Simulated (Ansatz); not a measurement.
Born–Oppenheimer molecular dynamics of CH₅FOS₂Si (11 atoms, charge 0, multiplicity 1). It starts from a relaxed structure.

Computed with RKS B3LYP-D4/STO-3G (Ansatz 0.2.0).

```yaml
ensemble: NVE (velocity Verlet)
time_step: 0.25 fs
steps_asked: 316
starting_velocities_drawn_for: 500 K
seed: 737871
```

First frame:

```xyz
11
Properties=species:S:1:pos:R:3
O 1.268 -1.000 0.818
C -0.001 -0.513 0.227
S -0.626 -1.723 -1.049
S -1.139 -0.282 1.666
Si 0.193 1.220 -0.625
F -0.656 2.247 0.370
H 1.815 -1.255 -0.018
H -0.793 -2.742 -0.160
H -1.189 1.083 1.418
H 1.579 1.640 -0.670
H -0.386 1.270 -1.954
```

(1) How far do the bonds stretch over the last three quarters of this one trajectory? (Pairs bonded in most of those frames.)

## Answers

(1) 
| bond | mean (Å) | spread (Å) | shortest | longest |
| --- | --- | --- | --- | --- |
| O1–C2 | 1.482 | 0.014 | 1.46 | 1.51 |
| O1–H7 | 1.032 | 0.001 | 1.03 | 1.03 |
| C2–S3 | 1.888 | 0.030 | 1.85 | 1.94 |
| C2–S4 | 1.865 | 0.015 | 1.82 | 1.88 |
| C2–Si5 | 1.951 | 0.028 | 1.91 | 1.99 |
| S3–H8 | 1.364 | 0.024 | 1.33 | 1.40 |
| S4–H9 | 1.387 | 0.009 | 1.37 | 1.40 |
| Si5–F6 | 1.676 | 0.039 | 1.60 | 1.73 |
| Si5–H10 | 1.452 | 0.006 | 1.44 | 1.46 |
| Si5–H11 | 1.454 | 0.020 | 1.42 | 1.48 |

Mean temperature of the second half: 281 K. The conserved energy stayed within 0.02 meV per atom of its start (net change 0.006 meV per atom), so the integration is sound. Over the second half the temperature averaged 0.56 of the 500 K drawn at the start: a run that starts near a minimum puts about half its kinetic energy into the potential. A run of 0.079 ps of so small a system gives no equilibrium averages. Limits of this set-up: minimal basis.

Time of the run: 8.8 min on 1 thread of Intel(R) Xeon(R) 6975P-C (Granite Rapids), with other jobs on the host, peak memory 0.15 GiB.
